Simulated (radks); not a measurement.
Results of a calculation; reference values are marked as such.
Correlation energies from several functionals, in hartree. Species: Sr+ [Kr] 5s1; Be+ [He] 2s1; Si2+ [Ne] 3s2. Code: a radial shooting solver on a logarithmic mesh with Libxc functionals. Model: non-relativistic Kohn-Sham, exchange-only LDA, spin-polarised, spherical densities, point nucleus. Every spin shell is full or empty, so the densities are truly spherical. Functionals are evaluated on that one density, not self-consistently.

functional	Sr+	Be+	Si2+
PW92	-3.4008	-0.17198	-0.96657
PZ	-3.3988	-0.17119	-0.96434
Wigner	-1.9384	-0.10837	-0.62316
Chachiyo	-3.3532	-0.16857	-0.94926
PBE	-1.8228	-0.053588	-0.43188
LYP	-1.8079	-0.061320	-0.49729
P86	-2.0777	-0.054499	-0.49361
PW91	-1.9792	-0.061615	-0.47867
AM05	-3.1455	-0.15033	-0.87018
SCAN	-1.8259	-0.050163	-0.43748
B95	-2.2059	-0.061665	-0.51630
